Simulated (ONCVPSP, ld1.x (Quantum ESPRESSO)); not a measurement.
**Hardness and transferability of assorted potentials**

Generated with ld1.x 7.5 (TM, RRKJ, ultrasoft, PAW), atompaw 4.2 or ONCVPSP 4.0.1. The cutoff is in Ry: for ld1.x and atompaw files where the sum of valence levels is converged to 10 mRy in a Bessel basis, for ONCV files where the hardest occupied wave has 1 mHa per electron of residual kinetic energy. The error is the largest all-electron minus pseudo excitation energy over each file’s own four to seven test configurations (ionisations up to +4, promotions, holes and added fractions of an electron), all of which were solved. The labels leave out finer settings (local radius, basis sizes, second energies), which also bear on the numbers. Spin-polarised tests are not counted. The rows are a selection from randomly drawn settings: files with unsolved tests, undetermined cutoffs or missed reference levels are left out.

A true bound ghost makes a file unfit for plane-wave use even where its test errors are small: the radial tests pick states by their node count and pass the ghost by.

| element | potential | cutoff (Ry) | largest error (meV) | bound ghosts |
| --- | --- | --- | --- | --- |
| Cl | ONCV, PBE, fully relativistic, rc 0.60/0.70 (sp), local smoothed, core correction yes, reference 2s2 2p6 3s1 3p6, qcut 24.1/23.6, projectors 2/2 | 418 | +392 | none |
| Sn | ONCV, Wu-Cohen, scalar-relativistic, rc 2.05/2.70/2.05 (spd), local d, core correction yes, reference 5s2 5p2, qcut 3/3.4/4.3, projectors 3/2/0 | 20 | -316 | s |
| Pt | ONCV, PBE, fully relativistic, rc 1.55/1.35/1.90 (spd), local smoothed, core correction yes, reference 5s2 5p6 5d9 6s1, qcut 8.7/12.2/8.2, projectors 2/3/2 | 90 | -10 | none |

(1) Fill in the row for Pb: ONCV, Wu-Cohen, scalar-relativistic, rc 1.90/2.80/1.90 (spd), local s, core correction yes, reference 5d10 6s1.5 6p2.5, qcut 3.1/2.7/6.6, projectors 0/2/2.

(2) Fill in the row for O: RRKJ, PBE, non-relativistic, rc 0.96/1.00/0.90 (spd), local smoothed, core correction yes, reference 2s2 2p4.

(3) Fill in the row for Pd: TM semilocal, PBEsol, scalar-relativistic, rc 2.10/2.05/1.95 (spd), local d, core correction yes, reference 4d10 5s0.

## Answers

(1) cutoff 39 Ry, largest error -65 meV, bound ghosts: none.

(2) cutoff 100 Ry, largest error +539 meV, bound ghosts: none.

(3) cutoff 50 Ry, largest error -1461 meV, bound ghosts: none.
